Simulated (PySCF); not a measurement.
Electronic structure of O (oxygen, neutral) at the UHF level

Configuration: [He] 2s1 2p5, high-spin 3P determinant (an excited configuration). Computed with PySCF 2.14 in aug-cc-pVTZ with one added diffuse shell each of s, p, d, f type (6s5p4d3f, 62 functions), with no relativity, point nucleus.

```
Total energy                                                  : -74.192823 hartree
One-electron energy                                           : -102.3865 hartree
Hartree (Coulomb) energy                                      : 36.2413 hartree
Exchange energy                                               : -8.0475 hartree
Kinetic energy                                                : 74.15051 hartree
⟨S²⟩                                                          : 2.0416
⟨L²⟩                                                          : 2.007
Sum of ⟨r⟩                                                    : 7.818 bohr
Sum of ⟨r²⟩                                                   : 12.14 bohr²
Traceless quadrupole moment −½Σ⟨3z² − r²⟩ along its main axis : 1.00 e·bohr²
Density at the nucleus (Gaussians lack the cusp)              : 293 bohr⁻³
Spin density at the nucleus                                   : 7.91 bohr⁻³
Langevin diamagnetic susceptibility                           : -9.61 ×10⁻⁶ cm³/mol
```

| shell | electrons | mean orbital energy (eV) | spread (eV) | rms radius, mean of both spins (bohr) |
| --- | --- | --- | --- | --- |
| 1s α | 1 | -565.67 | 0 | 0.231 |
| 1s β | 1 | -561.98 | 0 | 0.231 |
| 2s α | 1 | -40.190 | 0 | 1.21 |
| 2p α | 3 | -19.851 | 2.430 | 1.45 |
| 2p β | 2 | -12.150 | 0 | 1.45 |

Spin-orbit constants ζ (cm⁻¹) from the X2C one-electron operator on these orbitals (non-relativistic here): bare nucleus, nucleus screened by l(l+1)(2l+1)/3 electrons, and screened by the Breit-Pauli mean field of the electrons.

```csv
shell,bare,screened nucleus,mean field
2p,246.5,184.9,158.4
```

To first order the Landé constant is A = -79.22 cm⁻¹, so the lowest level has J = 2 and lies 0.00982 eV below the centre of the term. This holds in LS coupling only.
